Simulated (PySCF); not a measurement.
PBE0 on B⁻ (boron, charge -1), [He] 2s2 2p2, high-spin 3P determinant. Computed with PySCF 2.14 in aug-cc-pV5Z, with no relativity, point nucleus.

```
cycle= 1 E= -24.6373455026345  delta_E= -0.00385  |g|= 0.00842  |ddm|= 0.476
cycle= 2 E= -24.6374446821208  delta_E= -9.92e-05  |g|= 0.00265  |ddm|= 0.0483
cycle= 3 E= -24.6374429490648  delta_E= 1.73e-06  |g|= 0.00298  |ddm|= 0.0172
cycle= 4 E= -24.6374557214843  delta_E= -1.28e-05  |g|= 0.000124  |ddm|= 0.0128
cycle= 5 E= -24.6374557494902  delta_E= -2.8e-08  |g|= 7.24e-06  |ddm|= 0.000769
cycle= 6 E= -24.637455749656  delta_E= -1.66e-10  |g|= 2.13e-06  |ddm|= 8.21e-05
converged SCF energy = -24.637455749656  <S^2> = 2.0035202  2S+1 = 3.0023459
```

Highest occupied orbital energy: 1.114 eV; ⟨L²⟩ = 2.01; populations by l: s 4.00, p 2.00, d 0.00, f 0.00.

Can this result be used?

With care. Self-consistency was reached. At PBE0 the highest occupied level has a positive energy, so only the finite basis holds that electron; in a semilocal or global hybrid functional this comes from self-interaction and does not mean that the real anion is unbound.
